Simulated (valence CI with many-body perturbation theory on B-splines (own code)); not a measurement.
Which ion has this spectrum?

A relativistic CI+MBPT calculation for an atom or ion with 5 electrons gives these levels (Ry):

| J | Parity | E | g |
| --- | --- | --- | --- |
| 1/2 | odd | 0.000 | 0.65 |
| 3/2 | odd | 7.102 | 1.32 |
| 1/2 | even | 7.550 | 2.41 |
| 3/2 | even | 12.573 | 1.69 |
| 5/2 | even | 14.145 | 1.43 |
| 3/2 | even | 16.868 | 0.92 |
| 1/2 | even | 17.350 | 1.12 |
| 5/2 | even | 21.105 | 1.35 |
| 1/2 | even | 24.868 | 1.78 |
| 3/2 | even | 24.958 | 1.23 |
| 3/2 | odd | 25.515 | 1.47 |
| 3/2 | odd | 31.220 | 1.37 |
| 5/2 | odd | 32.282 | 1.19 |
| 1/2 | odd | 34.319 | 0.65 |

The energies are calculated, and their last digits are not significant.

Q: Which is it?
A. Mo37+
B. Zr35+
C. Y34+
D. Nb36+

A: B. Zr35+, ground level (2s^2 2p1/2) J=1/2.
